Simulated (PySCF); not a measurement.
**Niobium: a sound run and one with changed settings**

Sound run: Nb²⁺ [Kr] 4d3, Nb³⁺ [Kr] 4d2. Calculation: PySCF 2.14, in x2c-TZVPall; scalar relativity by spin-free X2C-1e. In the sound run the correlated levels freeze [Kr]. The sound run starts from symmetry-adapted Hartree-Fock orbitals and uses a fine grid where one is needed.

Changed run: no relativity, point nucleus. This setting is unsound on purpose.

```tsv
species	method	sound run (hartree)	changed run (hartree)	converged
Nb²⁺	UHF	-3816.53349	-3714.00329	yes
Nb²⁺	r2SCAN	-3818.55776	-3716.14432	yes
Nb²⁺	BP86	-3819.00331	-3716.61938	yes
Nb²⁺	MP2	-3816.54515	-3714.01471	yes
Nb³⁺	UHF	-3815.64223	-3713.09456	yes
Nb³⁺	r2SCAN	-3817.62108	-3715.19038	yes
Nb³⁺	BP86	-3818.06380	-3715.66385	yes
Nb³⁺	MP2	-3815.64496	-3713.09721	yes
```

Ionisation energy of Nb²⁺:

```json
{"method": "UHF", "sound run (eV)": "24.252", "changed run (eV)": "24.728"}
{"method": "r2SCAN", "sound run (eV)": "25.488", "changed run (eV)": "25.958"}
{"method": "BP86", "sound run (eV)": "25.565", "changed run (eV)": "26.001"}
{"method": "MP2", "sound run (eV)": "24.496", "changed run (eV)": "24.966"}
{"method": "SCS-MP2", "sound run (eV)": "24.333", "changed run (eV)": "24.807"}
```

Most of the change in total energy is the relativistic energy itself. On top of that the contraction fixes the core shape for the Hamiltonian it was made with, so the changed run is not a good calculation with the other Hamiltonian either.

For comparison, NIST gives 25.04 eV between the lowest levels.
